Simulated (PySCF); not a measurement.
Excitation energy of As⁺ by level of theory

As⁺ [Ar] 3d10 4s2 4p2 (3P) → As⁺ [Ar] 3d10 4s2 4p1 4d1 (high-spin determinant), as a difference of total energies. Computed with PySCF 2.14 in aug-cc-pVTZ-DK (7s6p4d2f, 59 functions), with the spin-free X2C one-electron Hamiltonian (Gaussian nucleus). Correlated levels: valence: [Ar] 3d10 frozen. The calculations carry no spin-orbit coupling.

| method | excitation energy (cm⁻¹) |
| --- | --- |
| UHF | 91244 |
| LDA | 86503 |
| PBE | 85055 |
| PBE0 | 87457 |
| r2SCAN | 89125 |
| TPSSh | 87496 |
| TPSS | 86647 |
| HSE06 | 87206 |
| B3LYP | 86570 |
| MP2 (valence) | 90093 |
| SCS-MP2 (valence) | 89991 |

A first-order spin-orbit estimate (lowest level to lowest level, LS coupling) adds 0.042 eV.

The promoted electron is Rydberg-like, and one or two diffuse shells describe it only roughly, which tends to raise the upper state.

The determinant of the upper state mixes LS terms, which raises its energy above the lowest term, most at the Hartree-Fock and MP2 levels.
